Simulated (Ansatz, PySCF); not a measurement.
Pair of molecules: HF (SMILES F) (first 2 atoms) with Cl2 (SMILES ClCl); geometry from B3LYP-D3(BJ)/def2-TZVP, rigid monomers moved along the line of their centres of mass till H2···Cl4 is 2.66 Å.
(charge 0, multiplicity 1):
```xyz
4

F      0.4549     0.3837     0.1123
H      0.3388    -0.0612     0.9201
Cl    -0.4270     0.4198     4.3531
Cl    -0.0156    -1.2346     3.2822
```

Counterpoise-corrected where a basis set is named; no monomer relaxation. Rows marked so take none.

Rows in 6-311+G**, 6-31G* carry no dispersion term and start afresh at each structure (6-31G* with six Cartesian d functions).

Programs: Ansatz (a program for electronic structure) with Gaussian orbitals; PySCF for 6-311+G** rows, 6-31G* rows. Values without a source in brackets are computed.

Q: One of these levels gives -14.5 meV for the interaction energy. Which one is it?
(A) HF/6-31G*
(B) B3LYP/6-311+G** (no counterpoise)
(C) r2SCAN/def2-TZVPPD

A: A, HF/6-31G*. The others give -70.2 (r2SCAN/def2-TZVPPD), -53.2 (B3LYP/6-311+G** (no counterpoise))
